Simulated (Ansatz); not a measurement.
Start from `C[SiH](O)F` and change one atom or group to get `CO[SiH](C)O`.

Ansatz, PBE0-D4/def2-TZVP geometries, multiplicity 1. Each molecule was computed in one conformer, which needn't be the lowest.

| property | `C[SiH](O)F` |
| --- | --- |
| HOMO energy (PBE0/def2-TZVPP) / eV | -8.90 |
| HOMO–LUMO gap (ωB97M-V/def2-TZVPP) / eV | 13.32 |
| HOMO energy (B3LYP/def2-TZVPP) / eV | -8.69 |
| LUMO energy (PBE/def2-TZVPP) / eV | -0.17 |
| size of the dipole moment (B3LYP/def2-TZVPP) / D | 2.14 |
| HOMO–LUMO gap (PBE/def2-TZVPP) / eV | 7.26 |

**Question.** Give the same properties after the change, and the shifts. (An estimate is asked.)

**Answer.** Ansatz gave: 
| property | `CO[SiH](C)O` | shift |
| --- | --- | --- |
| HOMO energy (PBE0/def2-TZVPP) / eV | -8.12 | 0.78 |
| HOMO–LUMO gap (ωB97M-V/def2-TZVPP) / eV | 12.74 | -0.58 |
| HOMO energy (B3LYP/def2-TZVPP) / eV | -7.90 | 0.79 |
| LUMO energy (PBE/def2-TZVPP) / eV | -0.11 | 0.06 |
| size of the dipole moment (B3LYP/def2-TZVPP) / D | 1.56 | -0.58 |
| HOMO–LUMO gap (PBE/def2-TZVPP) / eV | 6.46 | -0.80 |

With PBE0 the HOMO rises by 0.78 eV and the LUMO rises by 0.06 eV, so the gap narrows by about 0.72 eV. PBE moves the HOMO by 0.86 eV and ωB97M-V by 0.67 eV. Dipoles are sizes alone; their direction can turn.

B3LYP here is the variant with VWN-RPA as its local correlation; programs differ in this.
